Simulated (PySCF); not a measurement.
ScO2, SMILES [O]=[Sc]=[O] (connectivity only; charge and spin as stated), neutral, multiplicity 2.

Geometry: PBE-D3(BJ)/def2-TZVP.

The numbers are results of PBE-D3(BJ)/def2-TZVP run with PySCF, not measurements.

Frequencies are harmonic and unscaled.

Question: Estimate the vibrational spectrum. (Estimate from the structure and the level; the computed values follow.)

Answer: 
```
mode  ν (cm⁻¹)  IR (km/mol)  moving atoms (share of kinetic energy)
----  --------  -----------  --------------------------------------
1          127         52.7                         O 70 %, Sc 30 %
2          571          7.8                         O 63 %, Sc 37 %
3          749         37.2                         O 89 %, Sc 11 %
```
